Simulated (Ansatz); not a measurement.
Cost and result for the atomization energy of `C[O][In]([SH])[O][SiH3]` (13 atoms, 12 bonds).

```
atom   x (Å)   y (Å)   z (Å)
  C1  -1.796  -1.207   0.203
  O2  -1.161  -0.930   1.430
 In3   0.486   0.145   1.511
  S4   1.660   0.703   3.465
  O5   1.196   0.797  -0.216
 Si6   0.835   0.757  -1.802
  H7  -2.666  -1.839   0.410
  H8  -1.149  -1.751  -0.497
  H9  -2.154  -0.302  -0.303
 H10   2.581   1.383   2.758
 H11  -0.508   1.348  -2.074
 H12   1.853   1.535  -2.557
 H13   0.822  -0.639  -2.327
```

Total charge 0; spin multiplicity 1. Correlated methods include outer-core shells of In, which these sets cover unevenly. In: def2 effective core potential. The structure was optimised at the PBE0-D4/def2-TZVP level. It is one conformer, not always the lowest. Program: Ansatz. All runs use 2 threads of an AMD EPYC 7R13 on a shared host and a share of an NVIDIA H100 80 GB. Times are those of one run each, without the atoms' runs, and a repeat can differ threefold. Electronic energies, without spin–orbit coupling; frozen cores. CCSD(T)/CBS adds CCSD(T) − MP2 in def2-TZVPP to the MP2 limit, and its time is that of the two runs behind it. T1 = 0.016. With those shells the extrapolation isn't a true limit.

CCSD(T)/CBS is a level of theory with its own doubt, some kJ/mol a heavy atom from the limit and from the frozen cores, so smaller differences don't rank the functionals.

```csv
level,functions,wall time,atomization (kJ/mol),difference from CCSD(T)/CBS,per bond
CCSD(T)/def2-SVP,139,7.5 s,4015.6,-331.3,-27.6
PBE-D4/def2-TZVPP (with forces),325,12 s,4346.5,-0.4,0.0
r2SCAN-D4/def2-TZVPP (with forces),325,12 s,4320.5,-26.4,-2.2
ωB97X-V/def2-TZVPP,325,12 s,4342.8,-4.1,-0.3
B2PLYP/def2-TZVPP,325,12 s,4247.2,-99.7,-8.3
BHLYP-D4/def2-TZVPP,325,13 s,4160.7,-186.2,-15.5
BLYP-D4/def2-TZVPP,325,13 s,4275.9,-71.0,-5.9
PBE-QIDH/def2-TZVPP,325,13 s,4257.2,-89.7,-7.5
B97M-V/def2-TZVPP,325,14 s,4329.2,-17.7,-1.5
MP2/def2-QZVPP,603,14 s,4355.8,8.9,0.7
revPBE-D4/def2-TZVPP,325,14 s,4230.7,-116.2,-9.7
CCSD(T)/def2-TZVPP,325,14 s,4210.2,-136.7,-11.4
CCSD(T)/CBS(def2),–,28 s,4346.9,0.0,0.0
```

From PBE to PBE0 (25 % exact exchange), in def2-TZVPP and without D4, the atomization energy moves by −77.3 kJ/mol: exact exchange takes away binding that semilocal exchange gives to molecules. At CCSD(T), def2-SVP lies −331.3 kJ/mol from the extrapolated value and def2-TZVPP −136.7 kJ/mol: correlation converges slowly with the basis, and small sets miss more of it in the bonded molecule than in its fragments. Leaving LDA and LC-ωPBE aside and taking each functional with its dispersion term where it has one, the values spread over 185.8 kJ/mol, from BHLYP-D4 to PBE-D4. LDA lies +615.4 kJ/mol from PBE without D4, its usual overbinding.

Spin–orbit coupling would lower the free In atoms strongly, and the atomization energy with them, by more than many differences here.
